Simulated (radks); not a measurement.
Valence configurations of Re+ (all share [Xe]). All-electron calculation, scalar-relativistic Kohn-Sham, LDA (Slater exchange, Perdew-Wang correlation), spin-unpolarised, spherical densities, finite nucleus; Fermi nuclear charge, rms radius 5.3698 fm. Program: a radial shooting solver on a logarithmic mesh with Libxc functionals. Energies are relative to 4f14 5d5 6s1; eigenvalues in eV.

valence	E (eV)	e(4f)	e(5d)	e(6p)	e(6s)
4f14 5d5 6s1	0.000	-50.443	-13.209	-	-12.989
4f14 5d6	0.194	-47.810	-11.487	-	-
4f14 5d4 6s1 6p1	6.967	-54.922	-16.449	-8.511	-14.891
4f14 5d3 6s1 6p2	15.952	-59.613	-19.757	-9.704	-16.697
4f13.5 5d5 6s1 6p0.5	23.236	-57.525	-15.502	-7.931	-14.116
4f13.5 5d4 6s2 6p0.5	25.153	-60.677	-17.550	-8.500	-15.087
4f13 5d5 6s2	43.228	-63.306	-16.525	-	-14.262
4f13 5d5 6s1.5 6p0.5	46.445	-64.100	-17.225	-8.279	-14.760
4f13 5d4 6s2 6p1	52.971	-68.232	-20.085	-9.218	-16.221
4f12 5d5 6s1 6p2	112.94	-80.292	-22.985	-10.028	-17.443

NIST lists [Xe] 4f14 5d5 6s1 as the ground configuration; this level of theory agrees among the configurations tried. The energies are those of spherical spin-averaged densities, not of single terms.
